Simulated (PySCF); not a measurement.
This script is equivalent to a calculation on Pd (palladium, neutral).

```python
from pyscf import gto, scf, dft, mp, cc
import basis_set_exchange as bse
txt = bse.get_basis("cc-pVDZ-PP", elements=["Pd"], fmt="nwchem", header=False)
cut = txt.index("\nECP")
mol = gto.M(atom="Pd 0 0 0", charge=0, spin=0, symmetry="D2h",
            basis=gto.basis.parse(txt[:cut]),
            ecp={"Pd": gto.basis.parse_ecp(txt[cut:])})
mf = scf.UHF(mol)
mf.irrep_nelec = {'Ag': (3, 3), 'B1g': (1, 1), 'B2g': (1, 1), 'B3g': (1, 1), 'B1u': (1, 1), 'B2u': (1, 1), 'B3u': (1, 1)}
mf.kernel()
```

What total energy does it give?

-126.60716 hartree (calculated).

Which occupied shell lies highest, and where?

4d, at -8.798 eV.

Energies and moments cover only the electrons outside the core potential.
